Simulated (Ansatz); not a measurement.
Stepwise reaction of `[SiH3]O[SiH2]O[SiH3]` with hydrogen fluoride, as a gas-phase model of exchange steps in deposition or etching. ΔE in kJ/mol; ΔG adds harmonic PBE0-D4 terms to CCSD(T)/CBS, at 1 bar.

Isolated molecules relaxed with PBE0-D4/def2-TZVP in Ansatz; ΔE leaves out vibrations. CCSD(T)/CBS is the MP2 limit (def2-TZVPP, def2-QZVPP) plus CCSD(T) − MP2 in def2-TZVPP, frozen cores. This one scheme is used for every species. Functionals use def2-TZVPP. B3LYP here is the variant with VWN-RPA as its local correlation; programs differ in this. One conformer a species, not always the lowest.

```json
{"step": "1", "reaction": "`[SiH3]O[SiH2]O[SiH3]` + H–F → `F[SiH2]O[SiH3]` + `O[SiH3]`", "PBE-D4": "-25.3", "B3LYP-D4": "-22.3", "ωB97M-V": "-26.3", "CCSD(T)/CBS": "-21.1", "ΔG(600 K)": "-25.7"}
{"step": "2", "reaction": "`F[SiH2]O[SiH3]` + H–F → `F[SiH2]F` + `O[SiH3]`", "PBE-D4": "-23.6", "B3LYP-D4": "-20.3", "ωB97M-V": "-23.1", "CCSD(T)/CBS": "-18.3", "ΔG(600 K)": "-14.7"}
```

Question: By hand: ΔE of the 2 steps together at CCSD(T)/CBS.

Answer: (-21.1) + (-18.3) = -39.4 kJ/mol, or -19.7 kJ/mol a step.

In ΔE the steps differ by no more than 2.8 kJ/mol. All are downhill at CCSD(T)/CBS. ΔG lies between -25.7 and -14.7 kJ/mol a step. PBE-D4 differs from CCSD(T)/CBS by -5.3 to -4.2 kJ/mol a step. Isolated molecules leave out the surface, adducts and barriers. Largest T1 diagnostic: 0.012.
